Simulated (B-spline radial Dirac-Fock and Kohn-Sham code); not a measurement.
# Run log: Yb

ΔSCF core binding energies without Breit or QED terms, calculated with a B-spline atomic structure program. Keys: rel is the Hamiltonian (dirac, or spin-free x2c and nr, where L3 and M5 stand for the whole 2p and 3d shells), method is hf or an exchange,correlation pair (spin-unpolarised, also for the hole states), nuc the nuclear model, radius_factor scales its radius, rmax is the box in bohr, h the logarithmic mesh step, order the B-spline order, points the quadrature points per cell, c_factor scales the speed of light, and damp, ndamp, maxit and tol steer the iteration. The run stops when the commutator error falls below 10·tol·max(1, Z/10), or the numerical noise floor, and the energy has settled to about 1e-8 Ha; the virial ratio is −V/T.

Input (task.json):

```json
{"items": [{"Z": 70, "q": 0, "cfg": [[1, 0, 2], [2, 0, 2], [2, 1, 6], [3, 0, 2], [3, 1, 6], [3, 2, 10], [4, 0, 2], [4, 1, 6], [4, 2, 10], [4, 3, 14], [5, 0, 2], [5, 1, 6], [6, 0, 2]], "A": 174, "rrms": 5.3108, "do": "settings", "holes": ["K", "L3", "M5"],
  "settings": [{"rel": "dirac", "method": "hf", "nuc": "fermi", "radius_factor": 1.0, "rmax": 45.0, "h": 1.3, "order": 8, "points": 10, "c_factor": 1.0, "maxit": 64, "damp": 0.5, "ndamp": 3, "tol": 1e-08}]}]}
```

Command: `python xray2_run.py task.json out`

Ground-state iterations:

```
iter   energy (Ha)        error
   1   -13800.91123378  5.93e+00
   2   -13808.95156457  9.12e-01
   3   -13809.39139757  3.69e-01
   4   -13809.47366685  1.43e-01
   5   -13809.48992093  3.61e-02
   6   -13809.49082990  1.00e-03
   7   -13809.49085531  2.46e-04
   8   -13809.49085813  4.68e-05
   9   -13809.49085823  2.46e-06
  10   -13809.49085823  4.56e-07
```

The ground state converged in 10 iterations, with total energy -13809.49086 Ha, virial ratio 1.83783 and highest orbital energy -5.05 eV. ΔSCF binding energies: K (1s) 61769.9 eV, L3 (2p3/2) 9189.2 eV, M5 (3d5/2) 1741.7 eV.

**Question.** One setting is unsound. Which, and why?

**Answer.** h is too large to resolve the orbitals. With the default settings (Dirac Hartree-Fock): The ground state converged in 15 iterations, with total energy -14067.62735 Ha, virial ratio 1.90056 and highest orbital energy -5.35 eV. ΔSCF binding energies: K (1s) 61618.1 eV, L3 (2p3/2) 8965.4 eV, M5 (3d5/2) 1528.7 eV.
